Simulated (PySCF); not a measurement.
Cost against size for one kind of job: PySCF, PBE0-D3(BJ)/def2-SVP geometry optimisation, gas phase, def2 core potentials past Kr; work: geometry optimisation from a GFN2-xTB start shaken at random. Hardware: an Arm Neoverse N1 with one thread, shared host. Other jobs ran on the host; a repeat could differ by tens of per cent or more. Peak memory is the resident size of the whole Python process, interpreter and libraries included.

```csv
species (SMILES),atoms,electrons,basis functions,SCF cycles,gradient evaluations,wall time,peak memory
[O]=[W]([Cl])([Cl])[Cl] (doublet state),5,133,100,155,14,4.5 min,0.45 GiB
ClC1[SiH2]C[SiH2]1,12,64,117,107,17,2.6 min,0.52 GiB
CCC/C=C\C[AsH2],20,82,181,87,13,?,?
C[C@@H]1C[AsH][C@@H](C)C1,20,82,181,42,7,?,?
C=CCC[As](C)C,20,82,181,63,9,4.9 min,0.77 GiB
C/C=C/C[As](C)C,20,82,181,42,6,3.1 min,0.79 GiB
```

Problem. Estimate the withheld figures.

Solution. `CCC/C=C\C[AsH2]`: 6.7 min, 0.88 GiB; `C[C@@H]1C[AsH][C@@H](C)C1`: 3.6 min, 0.78 GiB.

Problem. With all rows, how does the wall time grow with the number of basis functions N?

Solution. A straight line through log(time) against log(N) has slope 0.3 between N = 100 and 181, and the rows scatter about it by a factor of about 1.4 (standard error of the fit). This is a fit to these rows, whose iteration counts differ, not the method's formal scaling.

Problem. Which species took longest, and how many times the shortest run?

Solution. `CCC/C=C\C[AsH2]`, at 6.7 min: about 2.6 times the shortest (2.6 min).
